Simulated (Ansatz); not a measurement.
One change: `[TeH][Al]1[CH2][O]1` becomes `C[O][Al]1[CH2][O]1`.

Ansatz, PBE0-D4/def2-TZVP geometries, multiplicity 1. Each molecule was computed in one conformer, which needn't be the lowest.

Elements past krypton have def2 core potentials.

```tsv
property	`[TeH][Al]1[CH2][O]1`
HOMO energy (PBE/def2-TZVPP) / eV	-5.30
LUMO energy (B3LYP/def2-TZVPP) / eV	-1.71
HOMO energy (ωB97M-V/def2-TZVPP) / eV	-8.70
HOMO–LUMO gap (PBE/def2-TZVPP) / eV	3.04
LUMO energy (PBE/def2-TZVPP) / eV	-2.26
LUMO energy (PBE0/def2-TZVPP) / eV	-1.49
```

Task: Give the same properties after the change, and the shifts. (Best estimate.)

Result: Ansatz gave: 
```tsv
property	`C[O][Al]1[CH2][O]1`	shift
HOMO energy (PBE/def2-TZVPP) / eV	-5.16	0.14
LUMO energy (B3LYP/def2-TZVPP) / eV	-1.39	0.32
HOMO energy (ωB97M-V/def2-TZVPP) / eV	-8.68	0.02
HOMO–LUMO gap (PBE/def2-TZVPP) / eV	3.18	0.14
LUMO energy (PBE/def2-TZVPP) / eV	-1.98	0.28
LUMO energy (PBE0/def2-TZVPP) / eV	-1.11	0.38
```

With PBE0 the HOMO rises by 0.07 eV and the LUMO rises by 0.38 eV, so the gap widens by about 0.31 eV. PBE moves the HOMO by 0.14 eV and ωB97M-V by 0.02 eV.

B3LYP here is the variant with VWN-RPA as its local correlation; programs differ in this.

Spin–orbit coupling is left out; it splits and shifts lone-pair levels of the heavy atoms by tenths of an eV.
